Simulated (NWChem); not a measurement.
Molecule: SbH3O3; SMILES [OH][Sb]([OH])[OH]

```xyz
7

Sb     0.0366    -0.0680     0.3733
O     -0.0091    -1.6605    -0.7992
H      0.0930    -1.4229    -1.7312
O     -1.3975     0.9736    -0.5360
H     -2.2847     0.6188    -0.4032
O      1.3419     1.0263    -0.6204
H      0.8456     1.5593    -1.2598
```
Atoms are numbered in this order, from 1.

All runs: NWChem. Coordinates come from a PBE0/def2-SVP optimisation. def2 effective core potentials on Sb; no spin-orbit coupling. Vertical excitations in the gas phase; the lowest state need not have the same character in each row.

For level LRC-wPBEh/def2-SVP, TDA:

| Quantity | Result |
|---|---|
| lowest excitation, singlet (eV) | 6.16 |
| oscillator strength of that lowest state | 0.065 |
| orbital gap (eV) | 10.65 |

### Question
How do the values read with level PBE/def2-SVP, TDA instead?

### Answer
The lowest excitation, singlet (eV) is 5.28. The oscillator strength of that lowest state is 0.012. The orbital gap (eV) comes out as 4.96.
